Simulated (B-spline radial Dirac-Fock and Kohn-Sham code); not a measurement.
**Run log: S**

ΔSCF core binding energies without Breit or QED terms, calculated with a radial B-spline solver. Keys: rel is the Hamiltonian (dirac, or spin-free x2c and nr, where L3 and M5 stand for the whole 2p and 3d shells), method is hf or an exchange,correlation pair (spin-unpolarised, also for the hole states), nuc the nuclear model, radius_factor scales its radius, rmax is the box in bohr, h the logarithmic mesh step, order the B-spline order, points the quadrature points per cell, c_factor scales the speed of light, and damp, ndamp, maxit and tol steer the iteration. The run stops when the commutator error falls below 10·tol·max(1, Z/10), or the numerical noise floor, and the energy has settled to about 1e-8 Ha; the virial ratio is −V/T.

Input (task.json):

```json
{"items": [{"Z": 16, "q": 0, "cfg": [[1, 0, 2], [2, 0, 2], [2, 1, 6], [3, 0, 2], [3, 1, 4]], "A": 32, "rrms": 3.2611, "do": "settings", "holes": ["K", "L3", "M5"],
  "settings": [{"rel": "dirac", "method": "hf", "nuc": "fermi", "radius_factor": 1.0, "rmax": 45.0, "h": 0.3, "order": 8, "points": 10, "c_factor": 1.0, "maxit": 5, "damp": 0.5, "ndamp": 3, "tol": 1e-08}]}]}
```

Command: `python xray2_run.py task.json out`

Ground-state iterations:

```
iter   energy (Ha)        error
   1     -396.77251171  5.98e-01
   2     -398.33664735  1.03e-01
   3     -398.56304030  3.32e-02
   4     -398.59312679  1.34e-02
   5     -398.59757724  3.81e-03
```

The ground state had not converged after 5 iterations, with total energy -398.59758 Ha, virial ratio 1.99522 and highest orbital energy -11.69 eV. ΔSCF binding energies: K (1s) 2482.4 eV (not all states converged, so these are not final). Holes are computed only in closed shells, and unreliable hole states are left out.

Question: One setting is unsound. Which, and why?

Answer: maxit ends the run before self-consistency. With the default settings (Dirac Hartree-Fock): The ground state converged in 10 iterations, with total energy -398.59792 Ha, virial ratio 1.99438 and highest orbital energy -11.55 eV. ΔSCF binding energies: K (1s) 2482.4 eV. Holes are computed only in closed shells, and unreliable hole states are left out.
